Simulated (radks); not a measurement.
Values are calculated unless marked as measured or tabulated.
Task: These are the eigenvalues of the occupied orbitals of an atom or ion with whole-number occupations (hartree). Level of theory: scalar-relativistic Kohn-Sham, PBE, spin-polarised, spherical densities, point nucleus (a radial shooting solver on a logarithmic mesh with Libxc functionals).

1s up: -81.40575
1s down: -81.22522
2s up: -10.19525
2s down: -9.86429
2p up: -8.52980
2p down: -8.15524
3s up: -2.62587
3p up: -2.19650

Which element is it, and in what charge state? The configuration may be excited. Open shells, if any, are filled with parallel spins first.

Result: Z = 15, phosphorus, charge +4: P4+ in [He] 2s2 2p4 3s1 3p2. The list shows which subshells hold electrons but not how many an open one holds; the 1s level, -81.406 hartree, gives Z - s = 12.8 by -(Z - s)^2/2, which with screening and relativity narrows Z to a few neighbours, and the depths of the outer levels then fix element, charge and occupations together.
